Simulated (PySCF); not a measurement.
Geometry:
| atom | x (Å) | y (Å) | z (Å) |
| --- | --- | --- | --- |
| C1 | 1.560 | 1.363 | -2.496 |
| C2 | 1.378 | 1.242 | -1.183 |
| C3 | 1.738 | 2.319 | -0.287 |
| N4 | 1.475 | 2.199 | 0.942 |
| Si5 | 0.645 | -0.275 | -0.325 |
| O6 | 0.260 | -1.233 | -1.602 |
| Si7 | -1.190 | 0.184 | 0.983 |
| N8 | -2.154 | -1.259 | 0.933 |
| C9 | -1.653 | -2.561 | 1.309 |
| H10 | 1.288 | 0.565 | -3.165 |
| H11 | 1.978 | 2.253 | -2.947 |
| H12 | 2.229 | 3.196 | -0.736 |
| H13 | 1.745 | 2.982 | 1.533 |
| H14 | 1.771 | -0.941 | 0.360 |
| H15 | -0.422 | -1.894 | -1.521 |
| H16 | -0.835 | 0.611 | 2.347 |
| H17 | -2.155 | 1.168 | 0.469 |
| H18 | -3.129 | -1.171 | 1.181 |
| H19 | -1.710 | -2.741 | 2.389 |
| H20 | -0.607 | -2.641 | 1.014 |
| H21 | -2.221 | -3.347 | 0.803 |

- geometry: GFN2-xTB
- shieldings: GIAO PBE0/pcSseg-1
- run in PySCF 2.14.0 with density-fitted response routines
- equivalent nuclei averaged, in vacuum, non-relativistic Hamiltonian, a single conformation

Scale: $^{13}$C (σref 186.93) and $^{1}$H (σref 31.72) and $^{29}$Si (σref 349.16) against TMS; $^{15}$N (σref 267.73) vs NH3; $^{17}$O (σref 336.08) vs H2O (reference shieldings calculated alike).

| atoms | nucleus | count | δ (ppm) |
| --- | --- | --- | --- |
| H16 | $^{1}$H | 1 | ? |
| H10 | $^{1}$H | 1 | 6.95 |
| N4 | $^{15}$N | 1 | 348.0 |
| N8 | $^{15}$N | 1 | 11.1 |
| O6 | $^{17}$O | 1 | ? |
| Si7 | $^{29}$Si | 1 | -48.3 |
| C9 | $^{13}$C | 1 | ? |
| C2 | $^{13}$C | 1 | ? |
| C1 | $^{13}$C | 1 | 149.3 |
| H18 | $^{1}$H | 1 | -0.30 |
| H14 | $^{1}$H | 1 | 5.91 |
| H17 | $^{1}$H | 1 | 4.63 |
| H15 | $^{1}$H | 1 | ? |
| H11 | $^{1}$H | 1 | 6.76 |
| H19/H20/H21 | $^{1}$H | 3 | 2.87 |
| H12 | $^{1}$H | 1 | ? |
| C3 | $^{13}$C | 1 | 180.3 |
| Si5 | $^{29}$Si | 1 | -27.9 |
| H13 | $^{1}$H | 1 | 10.50 |

**Question.** Fill in the missing shifts.

**Answer.** 
- C2: 159.8 ppm, carbon bonded to 2 C, Si
- C9: 35.4 ppm, carbon bonded to N, 3 H
- H12: 8.51 ppm, hydrogen on a carbon bonded to C, N
- H16: 4.84 ppm, hydrogen on a silicon bonded to N, Si
- H15: 1.21 ppm, hydrogen on an oxygen bonded to Si
- O6: 5.1 ppm, oxygen bonded to Si, H

The OH or NH signal is concentration- and solvent-dependent in practice; the value given is the gas-phase one. Shifts are as computed. Against solution values, carbons near 30 ppm lie about +3 ppm off and those near 130 ppm about +5 ppm. Of 1211 compounds with measured shifts, 218 miss one by over three times the rms of a fit or turn the order of signals round; such compounds aren't used in these exercises. Experimental scales use liquid or dissolved standards, which lie at an offset from isolated NH3 (liquid NH3: subtract about 20 ppm) and H2O (liquid H2O: subtract about 36 ppm). Unscaled 15N shifts of sp2 nitrogen come out 20 to 40 ppm too high even then.
